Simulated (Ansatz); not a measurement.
BrHg (SMILES [Br][Hg+]), charge +1, singlet, at a GFN2-xTB geometry (such geometries of metal compounds can be far from the true shape) (core potentials on Hg); BLYP/def2-SVP in Ansatz (a first-principles code).

The Ansatz input:
Ansatz 0.2 input:
```yaml
crystal:
  periodic: [false, false, false]
  atoms:
    - {symbol: Hg, position_ang: [-0.00000000, -0.00000000, -0.70933199]}
    - {symbol: Br, position_ang: [0.00000000, 0.00000000, 1.62133027]}
basis:
  gaussian:
    orbitals: def2-SVP
hamiltonian:
  xc: blyp
total_charge: 1
accuracy: high
```

### Question
Predict the main parts of the log of this Ansatz run.

### Answer

```
Functional definition: BLYP
1142 factors; integrals over basis functions are off by at most 4.7e-9 eV
mean field evaluation 1: about -74196.1135 eV, gradient 5.4e1 eV
mean field evaluation 2: about -74070.7249 eV, gradient 1.8e2 eV
mean field evaluation 4: about -74205.6188 eV, gradient 7.9e0 eV
mean field evaluation 8: about -74205.7754 eV, gradient 1.8e-1 eV
mean field evaluation 16: about -74205.7755 eV, gradient 5.5e-7 eV
mean field evaluation 32: about -74199.1401 eV, gradient 3.4e0 eV
mean field -74205.77549243 eV, -2727.0119508656 hartree, gradient 1.3e-8 eV, S^2 0.000000; 3 other end points of the search recorded, 0 dependent functions left out
reference -74205.77553035 eV, -2727.0119522591 hartree; 27, 27 occupied and 37, 37 virtual orbitals, 1142 factors
Total energy: -74205.77553035 eV, -2727.0119522591 hartree
```
